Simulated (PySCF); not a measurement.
1-silylprop-2-en-1-one (C₃H₆OSi), SMILES C=CC(=O)[SiH3]. Atoms are numbered in the order given.

```xyz
11

C      0.3068    -2.4677     0.0000
C      0.7188    -1.1959     0.0000
C     -0.2740    -0.0740     0.0000
O     -1.4737    -0.2820     0.0000
Si     0.2874     1.7760     0.0000
H     -0.7666    -2.6855     0.0000
H      1.0095    -3.3062     0.0000
H      1.7833    -0.9371     0.0000
H      1.7749     1.9033     0.0000
H     -0.2726     2.4212    -1.2189
H     -0.2726     2.4212     1.2189
```

Geometry: ωB97X-D3(BJ)/def2-SVP. One conformer was computed; it need not be the lowest.

These are ωB97X-D3(BJ)/def2-SVP run with PySCF values and carry that method's errors.

Frequencies are harmonic and unscaled.

Computed normal modes with their intensities:
```json
[
 {"mode": "1", "ν (cm⁻¹)": "52", "IR (km/mol)": "0.2", "Raman (Å⁴/amu)": "0.4", "depolarisation": "0.75", "moving atoms (share of kinetic energy)": "H 86 %"},
 {"mode": "2", "ν (cm⁻¹)": "92", "IR (km/mol)": "0.2", "Raman (Å⁴/amu)": "7.9", "depolarisation": "0.75", "moving atoms (share of kinetic energy)": "C 53 %, H 42 %"},
 {"mode": "3", "ν (cm⁻¹)": "190", "IR (km/mol)": "0.8", "Raman (Å⁴/amu)": "1.2", "depolarisation": "0.68", "moving atoms (share of kinetic energy)": "C 39 %, H 27 %, O 20 %, Si 14 %"},
 {"mode": "4", "ν (cm⁻¹)": "325", "IR (km/mol)": "13.7", "Raman (Å⁴/amu)": "1.6", "depolarisation": "0.38", "moving atoms (share of kinetic energy)": "O 45 %, C 34 %, H 21 %"},
 {"mode": "5", "ν (cm⁻¹)": "406", "IR (km/mol)": "7.6", "Raman (Å⁴/amu)": "3.1", "depolarisation": "0.75", "moving atoms (share of kinetic energy)": "H 54 %, C 33 %, O 13 %"},
 {"mode": "6", "ν (cm⁻¹)": "413", "IR (km/mol)": "12.5", "Raman (Å⁴/amu)": "11.4", "depolarisation": "0.28", "moving atoms (share of kinetic energy)": "Si 51 %, C 23 %, O 14 %, H 12 %"},
 {"mode": "7", "ν (cm⁻¹)": "579", "IR (km/mol)": "36.8", "Raman (Å⁴/amu)": "4.2", "depolarisation": "0.75", "moving atoms (share of kinetic energy)": "H 82 %, C 13 %"},
 {"mode": "8", "ν (cm⁻¹)": "635", "IR (km/mol)": "47.8", "Raman (Å⁴/amu)": "11.9", "depolarisation": "0.65", "moving atoms (share of kinetic energy)": "H 76 %, Si 13 %"},
 {"mode": "9", "ν (cm⁻¹)": "734", "IR (km/mol)": "7.9", "Raman (Å⁴/amu)": "9.2", "depolarisation": "0.19", "moving atoms (share of kinetic energy)": "C 44 %, H 33 %, O 20 %"},
 {"mode": "10", "ν (cm⁻¹)": "781", "IR (km/mol)": "2.5", "Raman (Å⁴/amu)": "7.8", "depolarisation": "0.75", "moving atoms (share of kinetic energy)": "C 58 %, H 36 %"},
 {"mode": "11", "ν (cm⁻¹)": "921", "IR (km/mol)": "307.7", "Raman (Å⁴/amu)": "10.8", "depolarisation": "0.73", "moving atoms (share of kinetic energy)": "H 89 %"},
 {"mode": "12", "ν (cm⁻¹)": "954", "IR (km/mol)": "52.4", "Raman (Å⁴/amu)": "21.4", "depolarisation": "0.75", "moving atoms (share of kinetic energy)": "H 96 %"},
 {"mode": "13", "ν (cm⁻¹)": "961", "IR (km/mol)": "51.1", "Raman (Å⁴/amu)": "23.0", "depolarisation": "0.75", "moving atoms (share of kinetic energy)": "H 97 %"},
 {"mode": "14", "ν (cm⁻¹)": "1031", "IR (km/mol)": "40.3", "Raman (Å⁴/amu)": "0.9", "depolarisation": "0.75", "moving atoms (share of kinetic energy)": "H 82 %, C 18 %"},
 {"mode": "15", "ν (cm⁻¹)": "1036", "IR (km/mol)": "1.6", "Raman (Å⁴/amu)": "2.6", "depolarisation": "0.75", "moving atoms (share of kinetic energy)": "H 81 %, C 19 %"},
 {"mode": "16", "ν (cm⁻¹)": "1069", "IR (km/mol)": "19.3", "Raman (Å⁴/amu)": "3.4", "depolarisation": "0.61", "moving atoms (share of kinetic energy)": "H 51 %, C 43 %"},
 {"mode": "17", "ν (cm⁻¹)": "1085", "IR (km/mol)": "24.7", "Raman (Å⁴/amu)": "5.0", "depolarisation": "0.50", "moving atoms (share of kinetic energy)": "C 65 %, H 29 %"},
 {"mode": "18", "ν (cm⁻¹)": "1315", "IR (km/mol)": "3.0", "Raman (Å⁴/amu)": "21.9", "depolarisation": "0.38", "moving atoms (share of kinetic energy)": "H 73 %, C 27 %"},
 {"mode": "19", "ν (cm⁻¹)": "1416", "IR (km/mol)": "55.6", "Raman (Å⁴/amu)": "10.9", "depolarisation": "0.42", "moving atoms (share of kinetic energy)": "H 80 %, C 20 %"},
 {"mode": "20", "ν (cm⁻¹)": "1716", "IR (km/mol)": "71.8", "Raman (Å⁴/amu)": "60.5", "depolarisation": "0.21", "moving atoms (share of kinetic energy)": "C 85 %, H 11 %"},
 {"mode": "21", "ν (cm⁻¹)": "1801", "IR (km/mol)": "80.2", "Raman (Å⁴/amu)": "18.8", "depolarisation": "0.54", "moving atoms (share of kinetic energy)": "C 62 %, O 35 %"},
 {"mode": "22", "ν (cm⁻¹)": "2251", "IR (km/mol)": "98.8", "Raman (Å⁴/amu)": "132.5", "depolarisation": "0.14", "moving atoms (share of kinetic energy)": "H 97 %"},
 {"mode": "23", "ν (cm⁻¹)": "2275", "IR (km/mol)": "71.0", "Raman (Å⁴/amu)": "171.5", "depolarisation": "0.12", "moving atoms (share of kinetic energy)": "H 97 %"},
 {"mode": "24", "ν (cm⁻¹)": "2280", "IR (km/mol)": "103.0", "Raman (Å⁴/amu)": "94.3", "depolarisation": "0.75", "moving atoms (share of kinetic energy)": "H 96 %"},
 {"mode": "25", "ν (cm⁻¹)": "3172", "IR (km/mol)": "4.7", "Raman (Å⁴/amu)": "75.8", "depolarisation": "0.14", "moving atoms (share of kinetic energy)": "H 95 %"},
 {"mode": "26", "ν (cm⁻¹)": "3207", "IR (km/mol)": "4.8", "Raman (Å⁴/amu)": "75.5", "depolarisation": "0.25", "moving atoms (share of kinetic energy)": "H 91 %, C 9 %"},
 {"mode": "27", "ν (cm⁻¹)": "3283", "IR (km/mol)": "0.3", "Raman (Å⁴/amu)": "71.2", "depolarisation": "0.65", "moving atoms (share of kinetic energy)": "H 89 %, C 11 %"}
]
```
